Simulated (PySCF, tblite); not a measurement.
A database entry of computed molecular properties. Lists by class give the value and the number of equivalent atoms.

```json
{
 "formula": "C2H8O2Si3",
 "smiles": "C#C[SiH2][Si](O)(O)[SiH3]",
 "inchi": "InChI=1S/C2H8O2Si3/c1-2-6-7(3,4)5/h1,3-4H,6H2,5H3",
 "charge": 0,
 "multiplicity": 1,
 "geometry_level": "GFN2-xTB",
 "atoms_angstrom": [
  ["C", -3.102, 1.286, 0.437],
  ["C", -2.396, 0.586, -0.241],
  ["Si", -1.262, -0.493, -1.24],
  ["Si", 0.711, -0.715, -0.037],
  ["O", 1.565, -1.849, -0.851],
  ["O", 0.407, -1.485, 1.393],
  ["Si", 2.047, 1.134, 0.382],
  ["H", -3.732, 1.899, 1.017],
  ["H", -1.084, 0.193, -2.529],
  ["H", -2.049, -1.713, -1.499],
  ["H", 1.97, -2.565, -0.371],
  ["H", -0.132, -1.081, 2.065],
  ["H", 3.212, 0.902, 1.251],
  ["H", 2.576, 1.724, -0.851],
  ["H", 1.263, 2.184, 1.051]
 ],
 "electronic_structure_code": "PySCF",
 "results": {
  "GFN2-xTB geometry": {
   "point_group": "C1",
   "rotational_constants_GHz": [1.791, 0.925, 0.776]
  },
  "PBE0/pcSseg-1 ground state and GIAO shieldings, non-relativistic": {
   "dipole_D": 1.78,
   "homo_eV": -7.3,
   "lumo_eV": -0.86,
   "shift_vs_computed_TMS_C_by_class_ppm": [
    [105.2, 1],
    [84.8, 1]
   ],
   "shift_vs_computed_TMS_H_by_class_ppm": [
    [4.23, 2],
    [3.33, 3],
    [1.83, 1],
    [1.44, 2]
   ],
   "shielding_other_nuclei_by_class_ppm": [
    ["O", 286.2, 2],
    ["Si", 329.1, 1],
    ["Si", 457.4, 1],
    ["Si", 474.5, 1]
   ],
   "charges_hirshfeld_e_by_atom": [-0.1, -0.16, 0.25, 0.34, -0.32, -0.31, 0.2, 0.1, -0.07, -0.06, 0.18, 0.18, -0.07, -0.07, -0.08]
  },
  "GFN2-xTB harmonic vibrations, gas phase": {
   "strongest_ir_bands_cm-1_km_per_mol_modes": [
    [696.8, 399.4, 1],
    [784.8, 554.0, 1],
    [837.0, 350.3, 1],
    [2150.8, 381.3, 1],
    [2187.0, 478.1, 1],
    [2235.8, 364.1, 1]
   ],
   "zpe_kcal_per_mol": 53.8
  }
 }
}
```

With B = h/(8π²I), that is 505.379 GHz u Å² over I, the principal moments of inertia are 282.2, 546.6 and 651.4 u Å² (most abundant isotopes). The zero-point energy, half the sum of the 39 harmonic wavenumbers, equals 18820 cm⁻¹ or 225 kJ/mol. In atomic units the dipole is 0.70 e·bohr (1 au = 2.5417 D). The rotational constants make it an asymmetric top with κ = (2B − A − C)/(A − C) = -0.71, nearer the prolate limit (−1). A dipole of 1.78 D is allowed in C1, and pure rotational transitions are dipole-allowed.

 NMR classes are plain means over equivalent atoms (diastereotopic ones count apart unless rotation or inversion swaps them), as if these changed places fast; in this geometry the members of some classes differ.

Shape of the structure used: `[CH:1]#[C:2][SiH2:3][Si:4]([OH:5])([OH:6])[SiH3:7]`: C2–Si3–Si4–O5 172°, H–O5–Si4–Si3 -133°, H–O6–Si4–Si3 -66°.

One conformer stands for the species.
